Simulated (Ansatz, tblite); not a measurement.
Isomers of W₄ (singlet), found by a short tight-binding search and relaxed with PBE0-D4/def2-SVP in Ansatz.

In the def2 sets W takes a core potential; there is no spin–orbit coupling. The xTB rows come from tblite.

Run but left out: GFN1-xTB (tight binding far off the other levels); HF/def2-TZVP, MP2/def2-TZVP, CCSD/def2-TZVP, CCSD(T)/def2-TZVP (A: restricted singlet, unstable towards broken spin symmetry).

B: The restricted singlet is unstable towards broken spin symmetry in Hartree–Fock (as tested in another run); at LDA (SPW92)/def2-TZVP, PBE-D4/def2-TZVP, r2SCAN-D4/def2-TZVP, B97M-V/def2-TZVP and others this wasn't settled.

Other spin states were run for one of them alone.

A:

```xyz
4

W    -1.2489    0.9282    0.1750
W     1.0638   -1.0429    0.4822
W     1.0021    1.1963    0.1260
W    -0.8170   -1.0816   -0.7832
```

B:

Cartesian coordinates in Å:
```
W 1.173 -0.770 0.484
W 0.044 1.477 -0.136
W -0.188 -0.479 -1.393
W -1.029 -0.228 1.045
```

Question: Estimate which lies lowest at each level, and how far above it the others are (eV).

Answer: 
```
                level     A     B
             GFN2-xTB  0.33  0.00
LDA (SPW92)/def2-TZVP  0.00  0.04
     PBE-D4/def2-TZVP  0.00  0.06
  r2SCAN-D4/def2-TZVP  0.00  0.01
     B97M-V/def2-TZVP  0.29  0.00
    PBE0-D4/def2-TZVP  0.08  0.00
```
Point groups (tolerance 0.1 Å): A D2d, B D2d. A and B have the same bonds, so they are conformers or stereoisomers. Lower isomers may exist.
